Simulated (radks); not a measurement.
Charge is removed step by step from the 3p3/2 level of Sm+, starting from [Ne] 3s2 3p(1/2: 2, 3/2: 4) 3d10 4s2 4p6 4d10 4f6 5s2 5p6 6s1. Method: Dirac Kohn-Sham, LDA (Slater exchange, Perdew-Wang correlation), spin-unpolarised, spherical densities, point nucleus; open shells fill j = l - 1/2 first; computed with a radial shooting solver on a logarithmic mesh with Libxc functionals. At the starting occupation the eigenvalue is -1380.7 eV. Estimate the energy to remove one whole electron from this level, the eigenvalue at the end, and how far E(n) bends from a straight line.

Answer. Delta-SCF 1403.4 eV; final eigenvalue -1426.8 eV; the deviation from the straight line is -5.771 eV at 0.5 electron removed, the largest on the grid computed. Slater's transition state (half an electron removed) gives 1403.2 eV. Integrating minus the eigenvalue over the occupation (Janak's theorem) gives 1403.4 eV. The mean slope of the eigenvalue, de/dn, is 46.1 eV per electron.
